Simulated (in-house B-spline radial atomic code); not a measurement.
# Binding energies in Ne³⁺

NIST's tabulated ground configuration is [He] 2s2 2p3; each binding energy is the energy of the ion with one electron taken from that subshell, relaxed, less that of the parent. Method: Dirac-Hartree-Fock, average of configuration, Fermi nucleus of rms radius 3.0055 fm. Calculated with an all-electron radial atomic-structure program (B-spline basis). Energies include first-order Breit, QED and recoil terms.

| subshell | X-ray name | binding energy (eV) | -ε (eV) | relaxation (eV) |
| --- | --- | --- | --- | --- |
| 1s | K | 963.3 | 977.0 | 13.2 |
| 2s | L1 | 115.9 | 117.3 | 1.4 |
| 2p | L2,3 | 93.29 | 94.91 | 1.61 |

Relaxation = -ε minus the binding energy without Breit, QED and recoil terms.

**Question.** What does it cost to remove both a 2s and a 2p electron?

**Answer.** 236.18 eV, which is 27.04 eV more than the two single binding energies together.

**Question.** What does it cost to remove two 2s electrons?

**Answer.** 261.2 eV, which is 29.49 eV more than the two single binding energies together.

**Question.** What does it cost to remove two 1s electrons?

**Answer.** 2069.4 eV, which is 142.7 eV more than the two single binding energies together.
